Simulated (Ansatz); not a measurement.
```yaml
crystal:
  periodic: [false, false, false]
  atoms:
    - {symbol: C, position_ang: [-1.626547, 0.744240, -0.364461]}
    - {symbol: B, position_ang: [-0.731165, -0.182765, 0.525022]}
    - {symbol: F, position_ang: [-1.008270, -0.203720, 1.842127]}
    - {symbol: C, position_ang: [0.455198, -1.030032, 0.033384]}
    - {symbol: Al, position_ang: [2.105723, 0.032175, 0.042522]}
    - {symbol: H, position_ang: [-1.225423, 0.915182, -1.364645]}
    - {symbol: H, position_ang: [-2.610916, 0.274249, -0.480565]}
    - {symbol: H, position_ang: [-1.808353, 1.709514, 0.116915]}
    - {symbol: H, position_ang: [0.337866, -1.304653, -1.021844]}
    - {symbol: H, position_ang: [0.643404, -1.912366, 0.650663]}
    - {symbol: H, position_ang: [3.284958, -0.330366, 1.038332]}
    - {symbol: H, position_ang: [2.260225, 1.233442, -0.983550]}
basis:
  gaussian: {orbitals: aug-cc-pVDZ, final_grid: {core_spheres: 1, valence_spheres: 1, degree: 3}}
magnetization: {spin_polarized: true, initial_magnetization: 0}
hamiltonian: {xc: {name: wB97M-V}}
```

```sh
$ ansatz run in.yaml --threads 4 --pin off --events-out ev --progress --plain --max-ram 10444MiB
```

It prints (some lines left out):

```
Functional definition: wB97M-V
1632 factors; their error is unknown
781 factors; integrals over basis functions are off by at most 4.3e-6 eV
mean field evaluation 1: about -12169.9128 eV, gradient 4.1e1 eV
mean field evaluation 2: about -12173.4087 eV, gradient 3.1e1 eV
mean field evaluation 4: about -12177.6642 eV, gradient 1.4e0 eV
mean field evaluation 8: about -12147.5601 eV, gradient 2.6e0 eV
mean field evaluation 16: about -12147.6089 eV, gradient 1.9e-3 eV
mean field -12147.60894239 eV, -446.4163946877 hartree, gradient 5.0e-5 eV, S^2 0.000000; 0 other end points of the search recorded, 0 dependent functions left out
reference -12147.60919399 eV, -446.4164039338 hartree; 23, 23 occupied and 159, 159 virtual orbitals, 1632 factors
Total energy: -12147.60919399 eV, -446.4164039338 hartree
```

Task: Something in this input is off. What?

Result: The integration grid is far too coarse. The run converged. The result belongs to that input, not to the molecule as meant.
